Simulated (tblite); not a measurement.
Species: C4H8N2SeSi.
Atom-mapped SMILES: `[CH2:1]=[CH:2][CH2:3][Si@:4]([NH2:5])([SeH:6])[C:7]#[N:8]` (hydrogens: H9, H10 on C1; H11 on C2; H12, H13 on C3; H14, H15 on N5; H16 on Se6)

Computed with GFN2-xTB (tblite), gas phase: L-BFGS steps from a force-field or distance-geometry start until the largest atomic force falls under 0.01 eV/Å.

Step 56: E = -634.9641 eV
```
atom  x, y, z in Å  |  force x, y, z in eV/Å
C1      2.0896   -0.5412   -1.1109    0.048  -0.045  -0.055
C2      1.4528   -0.8297    0.0088    0.015  -0.031  -0.007
C3      0.0138   -1.1942    0.1010    0.000   0.028  -0.009
Si4    -0.9944    0.3865    0.4743   -0.036  -0.016  -0.002
N5     -0.9596    1.3777   -0.9259   -0.006   0.010   0.021
Se6    -0.1767    1.6349    2.2293    0.011  -0.026  -0.048
C7     -2.7100   -0.1420    1.0269   -0.073   0.004  -0.003
N8     -3.7731   -0.4474    1.3232    0.062   0.012  -0.001
H9      1.6060   -0.5889   -2.0723   -0.039  -0.022   0.005
H10     3.1311   -0.2723   -1.1216    0.017   0.034   0.021
H11     1.9686   -0.7668    0.9572    0.055  -0.003   0.050
H12    -0.3347   -1.6198   -0.8392   -0.002   0.026   0.018
H13    -0.1386   -1.9360    0.8850   -0.008   0.033  -0.019
H14    -1.1860    2.3568   -0.8715   -0.007   0.041   0.036
H15    -1.1774    1.0108   -1.8368    0.003  -0.039  -0.006
H16     1.1810    1.5805    1.7610   -0.038  -0.004  -0.001
```

Step 57: E = -634.9648 eV
```
atom  x, y, z in Å  |  force x, y, z in eV/Å
C1      2.0933   -0.5454   -1.1118    0.033  -0.064  -0.012
C2      1.4522   -0.8260    0.0083    0.040  -0.021  -0.020
C3      0.0132   -1.1918    0.0979    0.018   0.032  -0.004
Si4    -0.9957    0.3868    0.4749   -0.027  -0.003  -0.024
N5     -0.9610    1.3800   -0.9245   -0.022   0.015   0.012
Se6    -0.1736    1.6316    2.2281   -0.015  -0.012  -0.017
C7     -2.7109   -0.1420    1.0270   -0.062   0.007   0.002
N8     -3.7733   -0.4476    1.3249    0.043   0.007   0.002
H9      1.6144   -0.6048   -2.0752   -0.031  -0.013   0.017
H10     3.1349   -0.2757   -1.1178    0.008   0.035   0.007
H11     1.9654   -0.7540    0.9589    0.032  -0.005   0.018
H12    -0.3338   -1.6144   -0.8440   -0.002   0.016   0.017
H13    -0.1393   -1.9347    0.8806   -0.009   0.024  -0.021
H14    -1.1943    2.3582   -0.8681    0.000   0.011   0.028
H15    -1.1826    1.0109   -1.8343    0.009  -0.019   0.012
H16     1.1836    1.5777    1.7637   -0.016  -0.009  -0.015
```

Step 58: E = -634.9654 eV
```
atom  x, y, z in Å  |  force x, y, z in eV/Å
C1      2.0962   -0.5491   -1.1128    0.028  -0.066   0.021
C2      1.4527   -0.8240    0.0076    0.043  -0.013  -0.007
C3      0.0131   -1.1892    0.0960    0.036   0.025  -0.001
Si4    -0.9980    0.3863    0.4748   -0.008   0.011  -0.033
N5     -0.9605    1.3818   -0.9231   -0.039   0.017  -0.004
Se6    -0.1729    1.6304    2.2247   -0.037   0.002   0.017
C7     -2.7126   -0.1421    1.0262   -0.041   0.009   0.005
N8     -3.7738   -0.4478    1.3274    0.013  -0.001   0.006
H9      1.6188   -0.6152   -2.0764   -0.021  -0.007   0.011
H10     3.1373   -0.2772   -1.1147    0.005   0.030  -0.011
H11     1.9652   -0.7467    0.9592    0.011  -0.008  -0.007
H12    -0.3333   -1.6097   -0.8466   -0.002   0.007   0.007
H13    -0.1397   -1.9330    0.8772   -0.010   0.014  -0.015
H14    -1.1991    2.3592   -0.8638    0.005  -0.015   0.012
H15    -1.1851    1.0101   -1.8318    0.013   0.009   0.027
H16     1.1841    1.5752    1.7647    0.004  -0.013  -0.028
```

Problem. Estimate the geometry and energy of step 59. (The exact step hangs on the optimiser's Hessian estimate; all steps are aligned on step 58, rigid shifts and turns removed.)

Solution. E = -634.9660 eV, largest force 0.071 eV/Å
```
atom  x, y, z in Å  |  force x, y, z in eV/Å
C1      2.1001   -0.5543   -1.1136    0.013  -0.059   0.037
C2      1.4537   -0.8222    0.0070    0.042  -0.005  -0.002
C3      0.0136   -1.1865    0.0939    0.041   0.017  -0.002
Si4    -1.0003    0.3863    0.4748    0.007   0.016  -0.027
N5     -0.9612    1.3838   -0.9213   -0.047   0.020  -0.009
Se6    -0.1737    1.6312    2.2223   -0.041   0.006   0.031
C7     -2.7143   -0.1430    1.0268   -0.011   0.017   0.000
N8     -3.7744   -0.4481    1.3311   -0.019  -0.010   0.013
H9      1.6247   -0.6272   -2.0779   -0.012  -0.004   0.014
H10     3.1401   -0.2779   -1.1126    0.004   0.019  -0.021
H11     1.9644   -0.7385    0.9597   -0.001  -0.010  -0.020
H12    -0.3328   -1.6046   -0.8497    0.001   0.001   0.000
H13    -0.1409   -1.9323    0.8729   -0.005   0.011  -0.009
H14    -1.2030    2.3605   -0.8601    0.007  -0.027   0.003
H15    -1.1870    1.0107   -1.8293    0.013   0.022   0.024
H16     1.1834    1.5710    1.7646    0.009  -0.013  -0.031
```

The energy changes by -0.0006 eV. The first-order estimate −F·Δx gives -0.0007 eV and the mean of the old and new forces, exact on a quadratic surface, -0.0006 eV. The step makes an angle of 77° with the force vector and moves no atom by more than 0.013 Å.

The cost below is that of the whole relaxation. The run took 1.3 s on one thread, Arm Neoverse N1 (aarch64), shared host.
